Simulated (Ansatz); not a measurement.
Reaction (substitution at a C–S bond): `SC1=N[SiH2]1` + H–F → `FC1=N[SiH2]1` + H₂S

Gas-phase electronic energies from Ansatz, PBE0-D4/def2-TZVP geometries. CCSD(T)/CBS is the MP2 limit (def2-TZVPP, def2-QZVPP) plus CCSD(T) − MP2 in def2-TZVPP, frozen cores. This one scheme is used for every species. Functionals use def2-TZVPP. HSE06 is defined as in plane-wave codes. One conformer a species, not always the lowest.

```
             level  ΔE (kJ/mol)
            PBE-D4         44.8
         revPBE-D4         49.7
            B97M-V         35.1
        r2SCANh-D4         41.0
          HSE06-D4         44.2
RPA@PBE/def2-TZVPP         36.5
    MP2/def2-TZVPP         56.1
SCS-MP2/def2-QZVPP         50.3
```

Q: What does CCSD(T)/CBS give? (Best estimate.)

A: Ansatz gave: +49.3 kJ/mol. The listed levels differ from it by -4.5, 0.4, -14.2, -8.3, -5.1, -12.8, 6.8, 1.0 kJ/mol.

Q: What do rigid-rotor, harmonic-oscillator terms from PBE0-D4/def2-TZVP frequencies (298.15 K, 1 bar) make of the CCSD(T)/CBS value? (Best estimate.)

A: The calculation gave: ΔZPE = -3.7 kJ/mol, ΔH = +44.9 kJ/mol, ΔS = 14 J/(mol·K), ΔG = +40.7 kJ/mol.

Largest T1 diagnostic among the species: 0.016.

At CCSD(T), def2-SVP lies −25.0 kJ/mol from the extrapolated value and def2-TZVPP −6.9 kJ/mol. Leaving LDA and LC-ωPBE aside and taking each functional with its dispersion term where it has one, the values, not all of them listed here, spread over 18.9 kJ/mol, from ωB97X-V to revPBE-D4. In def2-TZVPP, CCSD(T) changes the Hartree–Fock value by +24.4 kJ/mol (the triples alone add +4.5 kJ/mol) and MP2 by +38.0 kJ/mol.
